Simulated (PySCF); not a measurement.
Cards and structures have been mixed up. Pair them.

Structures:
1. `C=C/C=C\C(=O)F`
2. `COC(=O)[C@@H]1C=NCC1`
3. `S1SSSSSSS1`

Card P (geometry GFN2-xTB):
* Rotational constants A, B, C: 3.090, 1.207, 1.089 GHz
* Static isotropic polarisability (PBE0/def2-SVPD): 80.7 au
* Strongest line among the 6 lowest singlet transitions (TDDFT PBE0/def2-SVPD): S6 at 7.20 eV (172 nm, f = 0.085)
* Lowest triplet excitation (Tamm–Dancoff) (TDA PBE0/def2-SVPD): 4.38 eV
* Point group: C1
* 13C chemical shifts (computed TMS as zero) by class (GIAO PBE0/pcSseg-1): 177.1 (1 C), 165.6 (1 C), 67.0 (1 C), 62.0 (1 C), 53.7 (1 C), 28.8 (1 C) ppm
* Isotropic shieldings of nuclei other than C and H, by class (GIAO PBE0/pcSseg-1): -125 (1 N), -112 (1 O), 153 (1 O) ppm

Card Q (geometry GFN2-xTB):
* Rotational constants A, B, C: 0.655, 0.654, 0.356 GHz
* Static isotropic polarisability (PBE0/def2-SVPD): 168.6 au
* Lowest singlet excitation (TDDFT PBE0/def2-SVPD): 4.19 eV (296 nm, f = 0.000)
* HOMO energy (PBE0/def2-SVPD): -7.77 eV
* Isotropic shieldings of nuclei other than C and H, by class (GIAO PBE0/pcSseg-1): 323 (8 S) ppm

Card R (geometry GFN2-xTB):
- Rotational constants A, B, C: 7.913, 1.409, 1.196 GHz
- Static isotropic polarisability (PBE0/def2-SVPD): 71.1 au
- Lowest singlet excitation (TDDFT PBE0/def2-SVPD): 4.64 eV (267 nm, f = 0.000)
- Dipole moment (PBE0/def2-SVPD): 4.05 D
- HOMO energy (PBE0/def2-SVPD): -7.73 eV
- 13C chemical shifts (computed TMS as zero) by class (GIAO PBE0/pcSseg-1): 164.7 (1 C), 162.8 (1 C), 142.1 (1 C), 140.8 (1 C), 118.3 (1 C) ppm

All species are isolated and taken at one optimised geometry, non-relativistic unless stated. Electronic properties by PySCF. NMR classes are plain means over equivalent atoms (diastereotopic ones count apart unless rotation or inversion swaps them), as if these changed places fast.

Which card belongs to which structure?

P = 2, Q = 3, R = 1. What ties each card to its structure:
- 1 (card R), C5H5FO, monoisotopic mass 100.0 u, 7 heavy atoms: 5 C in 5 classes; the least shielded carbon (164.7 ppm) is an acyl halide carbon; an asymmetric top with C = 1.196 GHz, the highest such constant on the cards; polarisability 71.1 au for 52 electrons, the smallest shown; dipole 4.05 D.
- 2 (card P), C6H9NO2, monoisotopic mass 127.1 u, 9 heavy atoms: 6 C in 6 classes; point group C1; the least shielded carbon (177.1 ppm) is an ester carbonyl carbon; an asymmetric top with C = 1.089 GHz; polarisability 80.7 au for 68 electrons.
- 3 (card Q), S8, monoisotopic mass 255.8 u, 8 heavy atoms: an oblate symmetric top (constants that symmetry makes equal differ by optimisation noise) with C = 0.356 GHz, the lowest such constant on the cards; polarisability 168.6 au for 128 electrons, the largest shown.
